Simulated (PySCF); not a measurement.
Input of a response calculation (the driver script's job line, then coordinates in Å):

```
{"job": {"kind": "uv", "xc": "PBE0", "basis": "def2-SVPD", "ip": false, "nstates": 15}, "charge": 0, "multiplicity": 1}
Zn    -0.630809     0.358255     2.072717
C     -0.632325     0.387461     4.020815
H      0.368334     0.614362     4.423134
H     -0.940856    -0.586111     4.435662
H     -1.326246     1.148229     4.414747
C     -0.618310     0.313552     0.116637
C      0.305794    -0.738738    -0.499317
C      0.282515    -0.799413    -2.027549
C      0.800039     0.455931    -2.712558
H     -1.654218     0.149474    -0.236707
H     -0.346784     1.322310    -0.243932
H      1.348576    -0.564952    -0.172944
H      0.044087    -1.739526    -0.112235
H      0.879454    -1.666412    -2.359215
H     -0.752409    -1.000601    -2.358948
H      0.795763     0.347546    -3.808163
H      0.186021     1.336632    -2.468988
H      1.835051     0.678930    -2.405426
```

The program printed:

```
coarse grid: 63008 points
cycle   1  E = -1976.1596231346  dE = -2.045e-01  |g| = 7.569e-01  |ddm| = 5.884e+00
cycle   2  E = -1976.0617792446  dE =  9.784e-02  |g| = 1.076e+00  |ddm| = 3.387e+00
cycle   3  E = -1976.2711072320  dE = -2.093e-01  |g| = 7.146e-02  |ddm| = 2.041e+00
cycle   4  E = -1976.2717987243  dE = -6.915e-04  |g| = 2.846e-02  |ddm| = 1.607e-01
cycle   5  E = -1976.2719820685  dE = -1.833e-04  |g| = 4.833e-03  |ddm| = 6.037e-02
cycle   6  E = -1976.2719868988  dE = -4.830e-06  |g| = 1.149e-03  |ddm| = 1.411e-02
final grid: 133544 points
cycle   7  E = -1976.2719576278  dE =  4.027e-08  |g| = 1.436e-03  |ddm| = 1.187e-02
cycle   8  E = -1976.2719572630  dE =  3.648e-07  |g| = 1.901e-03  |ddm| = 4.802e-03
cycle   9  E = -1976.2719581308  dE = -8.678e-07  |g| = 1.465e-04  |ddm| = 2.820e-03
cycle  10  E = -1976.2719581348  dE = -3.994e-09  |g| = 2.009e-05  |ddm| = 2.679e-04
cycle  11  E = -1976.2719581349  dE = -6.867e-11  |g| = 6.017e-06  |ddm| = 6.743e-05
converged SCF energy = -1976.2719581349

Static polarisability (au): isotropic 89.675, principal 74.338 76.591 118.096

Singlet excitations
state   eV       nm        f      main configurations
  1   5.5151    224.8   0.00139   H->L 0.98
  2   5.5678    222.7   0.00032   H->L+1 0.99
  3   6.0907    203.6   0.29783   H->L+2 0.96
  4   6.9344    178.8   0.01157   H->L+3 0.89
  5   7.4080    167.4   0.04680   H-1->L 0.78, H->L+4 0.13
  6   7.4774    165.8   0.04317   H-1->L+1 0.63, H->L+4 0.20, H-1->L 0.09
  7   7.5195    164.9   0.01531   H-1->L+2 0.67, H->L+5 0.17, H->L+3 0.08
  8   7.5988    163.2   0.06900   H->L+4 0.56, H-1->L+1 0.25
  9   7.6922    161.2   0.02866   H->L+5 0.66, H-1->L+2 0.16
 10   7.7716    159.5   0.01421   H-2->L 0.75, H-3->L 0.15
 11   7.8886    157.2   0.01387   H->L+6 0.79
 12   7.9287    156.4   0.00139   H-2->L+1 0.86
 13   7.9625    155.7   0.04318   H-3->L 0.63, H-2->L 0.12
 14   8.0233    154.5   0.00673   H-2->L+2 0.77
 15   8.0583    153.9   0.01845   H-3->L+1 0.82

Triplet excitations (Tamm-Dancoff, eV): 5.2966 5.3558 5.3638 6.6503
```

Computed, not measured: PySCF, TDDFT PBE0/def2-SVPD, vertical, gas phase, core orbitals frozen in the response. Geometry: PBE0-D3(BJ)/def2-SVP; no solvent, vibrations or thermal averaging.

(1) What share of the summed oscillator strength falls to the strongest level in this window?

(2) Which orbital energies lie behind H and L?

(3) Give the energy of state 14 in hartree, cm⁻¹ and kJ/mol.

(4) Give the mean polarisability in Å³.

(5) What is the total energy of state 14 at this geometry?

(6) Which species is it?

Results:

(1) State 3 at 204 nm: 0.2978 of 0.6119, or 49%.

(2) HOMO -6.81 eV and LUMO 0.02 eV, a gap of 6.83 eV; state 1 differs from that by -1.32 eV.

(3) 0.29485 hartree, 64712 cm⁻¹, 774.1 kJ/mol.

(4) 89.68 au × 0.148185 = 13.29 Å³.

(5) -1976.27196 + 0.29485 = -1975.97711 hartree.

(6) `CCC[CH2][Zn][CH3]` (ZnMe(nBu)) (C5H12Zn), point group C1.

The SCF starts on a coarse grid; the energy jumps when the final grid takes over, and dE counts afresh there. H and L stand for HOMO and LUMO.
